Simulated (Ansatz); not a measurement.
A series at Si: from `N[SiH2][SiH2]N`, ligands are replaced one by one, each step taking up HCl and setting free H₂; n counts the steps. Ansatz, PBE0-D4/def2-TZVP geometries. Each molecule was computed in one conformer, which needn't be the lowest.

```csv
n,molecule,"HOMO energy, ωB97M-V/def2-TZVPP (eV)"
0,`N[SiH2][SiH2]N`,?
1,`N[SiH2][SiH](N)Cl`,-9.49
2,`N[Si@@H](Cl)[Si@@H](N)Cl`,-9.84
3,`N[SiH](Cl)[Si](N)(Cl)Cl`,-9.97
4,`N[Si](Cl)(Cl)[Si](N)(Cl)Cl`,-9.77
```

**Question.** By hand: fit a straight line y = ȳ + b (n − n̄) to the 4 given rows and predict n = 0.

**Answer.** n̄ = 2.500, ȳ = -9.768; Σ(n − n̄)(y − ȳ) = -0.485, Σ(n − n̄)² = 5.000, so b = -0.097 eV a step. Prediction: -9.768 + (-0.097) × (-2.500) = -9.53 eV.

**Question.** By hand: compare with the computed value, -9.41 eV, and give the steps along the whole series.

**Answer.** The line misses by 0.12 eV (computed minus predicted). Steps: -0.08, -0.35, -0.13, 0.20 eV.

The steps change sign along the series, so a line is a poor guide. The highest orbital can change its character along such a series. The miss is 21.4 % of the series' range.
